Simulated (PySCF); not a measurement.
Molecule: `N1(BCB)C=CC=C1`, C5H9B2N.

Geometry (Å), atoms numbered from 1 in this order:
```xyz
17

B     2.5741    0.7245    0.4721
C     2.0228   -0.6823    0.0652
B     0.7921   -0.4142   -0.8964
N    -0.5099   -0.1737   -0.3891
C    -0.9103   -0.0872    0.9295
C    -2.2400    0.1742    0.9874
C    -2.7084    0.2538   -0.3544
C    -1.6381    0.0405   -1.1589
H     3.3538    1.2706   -0.2083
H     2.1902    1.2553    1.4424
H     2.7699   -1.2586   -0.4782
H     1.7020   -1.2547    0.9342
H     0.9244   -0.3939   -2.0611
H    -0.2044   -0.2078    1.7261
H    -2.8332    0.2986    1.8723
H    -3.7169    0.4466   -0.6638
H    -1.5751    0.0202   -2.2290
```

Frames of a GFN2-xTB Langevin trajectory at 200 K; GIAO PBE0/pcSseg-1 shieldings in PySCF, gas phase, non-relativistic; equivalent atoms averaged within each frame.

Scale: 11B (100.07 ppm) against BF3·OEt2; 13C (186.93 ppm), 1H (31.72 ppm) vs TMS; 15N (267.73 ppm) against NH3 (reference shieldings calculated alike). The references are static minima.

Question: How do the shifts (ppm) fluctuate along the trajectory?

Answer: 
```csv
time (fs),B1,B3,C5/C8,C6/C7,C2,N4,H9/H10,H14/H17,H15/H16,H13
optimised geometry,86.1,47.4,131.7,122.1,44.4,233.4,7.99,7.28,6.74,5.94
250,87.7,48.1,135.0,124.5,47.1,235.9,8.07,7.28,6.63,6.54
425,83.6,48.0,134.0,125.8,39.8,230.1,7.86,6.88,6.89,6.46
625,87.8,46.0,135.8,125.5,36.7,238.6,8.43,7.38,7.07,5.69
800,84.9,47.2,133.8,126.1,43.7,234.5,7.97,7.51,7.20,6.42
1000,86.2,46.3,137.0,127.7,36.5,237.5,8.06,7.36,7.23,5.73
mean of frames,86.0,47.1,135.1,125.9,40.8,235.3,8.08,7.28,7.01,6.17
standard deviation,1.8,1.0,1.3,1.2,4.6,3.3,0.21,0.24,0.25,0.42
```

5 frames give an uncertainty of the mean of about the standard deviation over 2.2 at best, since frames this close in time may not be independent; classical motion lacks zero-point vibration, and the reference would need the same averaging.
